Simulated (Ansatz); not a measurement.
`C[SiH](F)I` + CH₃NH₂ → `CN[SiH](C)F` + HI at 500 K and 1 bar (ligand exchange at the Si–I bond).

Computed with Ansatz on PBE0-D4/def2-TZVP structures; ΔE is electronic, products minus reactants. CCSD(T)/CBS is the MP2 limit (def2-TZVPP, def2-QZVPP) plus CCSD(T) − MP2 in def2-TZVPP, frozen cores. def2 core potentials past Kr. For I outer-core shells are correlated without core-valence functions, which leaves a few kJ/mol of doubt a bond. Each species was taken in one conformer, which may not be the lowest.

| species | CCSD(T)/CBS energy (Eh) | H − E (kJ/mol) | S (J/(mol·K)) |
| --- | --- | --- | --- |
| `C[SiH](F)I` | -726.89319 | 168.7 | 390.8 |
| CH₃NH₂ | -95.75281 | 191.8 | 270.3 |
| `CN[SiH](C)F` | -524.60225 | 322.9 | 429.2 |
| HI | -298.03592 | 28.6 | 221.6 |

H − E and S are ideal-gas, rigid-rotor, harmonic terms from PBE0-D4/def2-TZVP, for one conformer and one mirror image of each species. 1 Eh = 2625.50 kJ/mol, R = 8.31446 J/(mol·K).

Problem. By hand: ΔE, ΔH, ΔS and ΔG.

Solution. ΔE = (-524.60225) + (-298.03592) − (-726.89319) − (-95.75281) = 0.00783 Eh = 20.6 kJ/mol. Δ(H − E) = 322.9 + 28.6 − 168.7 − 191.8 = -9.0, so ΔH = 11.6 kJ/mol. ΔS = 429.2 + 221.6 − 390.8 − 270.3 = -10.3 J/(mol·K). ΔG = 11.6 − 500 × (-10.3)/1000 = 16.8 kJ/mol.

Problem. By hand: the equilibrium constant, and the temperature at which ΔG would vanish if ΔH and ΔS stayed fixed.

Solution. log₁₀ K = −ΔG/(RT ln 10) = -1.8. ΔH and −TΔS have one sign here, so there is no such temperature.

TΔS isn't small against ΔH here. A doubt of 5 kJ/mol in ΔE shifts log₁₀ K by 0.5 here. Other conformers and mirror images would add mixing entropy, several J/(mol·K) or more a flexible species. These are equilibria of isolated gas molecules and say nothing of rates. Largest T1 diagnostic: 0.010 (customary marks: 0.02 for closed shells, 0.045 for open ones).

ΔS is within the doubt of such terms, so its sign, and with it that verdict, could turn.
